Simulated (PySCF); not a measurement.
A side-by-side comparison of computed properties.

First species: C₄H₃F₄NO.
Z-matrix (Å and degrees, GFN2-xTB geometry), rows numbered from 1:
```
C 
N   1  1.2612
C   2  1.3734  1  119.90
C   3  1.3323  2  121.01  1  -179.97
F   4  1.3328  3  121.43  2  -179.98
O   4  1.3688  3  124.07  2     0.04
C   6  1.3358  4  120.09  3  -179.92
F   7  1.3246  6  108.09  4  -179.99
F   7  1.3362  6  113.63  4    61.04
F   7  1.3362  6  113.64  4   -61.04
H   1  1.0942  2  124.35  3    -0.05
H   1  1.0781  2  117.97  3   179.93
H   3  1.0902  2  121.21  1    -0.06
```

Second species: C₄H₈O₂SSi.
SMILES: `O=C[C@@H]1CS[C@H]1O[SiH3]`

Levels: B3LYP/def2-SVPD for dipole moment, HOMO energy, LUMO energy, HOMO–LUMO gap, static isotropic polarisability and electronic spatial extent ⟨r²⟩ about the centre of nuclear charge; TDDFT B3LYP/def2-SVPD for lowest singlet excitation; TDA B3LYP/def2-SVPD for lowest triplet excitation (Tamm–Dancoff); GFN2-xTB for rotational constant A and rotational constant C. Geometries: GFN2-xTB. Each structure is a single optimised conformer of the isolated species, non-relativistic unless stated. Electronic properties by PySCF.

The conformers computed, where there is a choice (atom-mapped SMILES and torsion angles):
- `[CH2:1]=[N:2]/[CH:3]=[C:4](/[F:5])[O:6][C:7]([F:8])([F:9])[F:10]`: C1–N2–C3–C4 180°, C3–C4–O6–C7 180°, C4–O6–C7–F8 180°
- `[O:1]=[CH:2][C@@H:3]1[CH2:4][S:5][C@H:6]1[O:7][SiH3:8]`: O1–C2–C3–C4 -6°, S5–C6–O7–Si8 -72°

Values for the first species:

```
Dipole moment                                                     : 3.11 D
HOMO energy                                                       : -7.23 eV
LUMO energy                                                       : -1.78 eV
HOMO–LUMO gap                                                     : 5.45 eV
Lowest singlet excitation                                         : 4.51 eV
Lowest triplet excitation (Tamm–Dancoff)                          : 3.25 eV
Static isotropic polarisability                                   : 72.5 au
Electronic spatial extent ⟨r²⟩ about the centre of nuclear charge : 1623 bohr²
Rotational constant A                                             : 2.770 GHz
Rotational constant C                                             : 0.657 GHz
```

(1) Estimate the same properties for the second species, and the change in each.

Answers

(1) 
```csv
property,first,second,second less first
dipole moment,3.11 D,2.32 D,-0.79 D
HOMO energy,-7.23 eV,-6.54 eV,+0.69 eV
LUMO energy,-1.78 eV,-1.49 eV,+0.29 eV
HOMO–LUMO gap,5.45 eV,5.05 eV,-0.40 eV
lowest singlet excitation,4.51 eV,4.01 eV,-0.50 eV
lowest triplet excitation (Tamm–Dancoff),3.25 eV,3.58 eV,+0.33 eV
static isotropic polarisability,72.5 au,98.5 au,+26.0 au
electronic spatial extent ⟨r²⟩ about the centre of nuclear charge,1623 bohr²,1618 bohr²,-5 bohr²
rotational constant A,2.770 GHz,2.386 GHz,-0.384 GHz
rotational constant C,0.657 GHz,0.688 GHz,+0.031 GHz
```

On the first: In atomic units the dipole is 1.22 e·bohr (1 au = 2.5417 D). The principal polarisabilities are 45.2, 60.5 and 111.9 au; their mean is the isotropic value.

On the second: The 8 singlets span 4.01 to 6.19 eV, and their oscillator strengths add up to 0.10. The polarisability is 14.59 Å³ as a volume (1 au = 0.148185 Å³), or 1.26 au for each of the 78 electrons.
